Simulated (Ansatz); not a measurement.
Compare A (`O[SiH]1C[Te]1`) with its isomer B (`O=C[Te][SiH3]`).

Program: Ansatz. Geometries: PBE0-D4/def2-TZVP. ΔE: electronic, gas phase. CCSD(T)/CBS is the MP2 limit (def2-TZVPP, def2-QZVPP) plus CCSD(T) − MP2 in def2-TZVPP, frozen cores. Functionals use def2-TZVPP. B3LYP here is the variant with VWN-RPA as its local correlation; programs differ in this. def2 core potentials past Kr. For Te outer-core shells are correlated without core-valence functions, which leaves a few kJ/mol of doubt a bond. One conformer a species, not always the lowest.

(1) Which isomer does CCSD(T)/CBS put lower? Give the gap. (An estimate is asked.)

(2) Give E(B) − E(A) in kJ/mol with r2SCAN-D4, MP2/def2-TZVPP, ωB97M-V, CCSD(T)/def2-TZVPP, B3LYP-D4, B3LYP, HF/def2-TZVPP. (Best estimate.)

Largest T1 diagnostic: 0.016.

## Answers

(1) Computed: A, by 173.7 kJ/mol.

(2) The calculation gave: r2SCAN-D4 155.5, MP2/def2-TZVPP 185.2, ωB97M-V 167.8, CCSD(T)/def2-TZVPP 164.6, B3LYP-D4 143.7, B3LYP 142.1, HF/def2-TZVPP 152.3. None reverses the order clearly.

From PBE to PBE0 (25 % exact exchange), in def2-TZVPP and without D4, E(B) − E(A) moves by +22.3 kJ/mol. In def2-TZVPP, CCSD(T) changes the Hartree–Fock value by +12.3 kJ/mol (the triples alone add −2.8 kJ/mol) and MP2 by +32.9 kJ/mol.
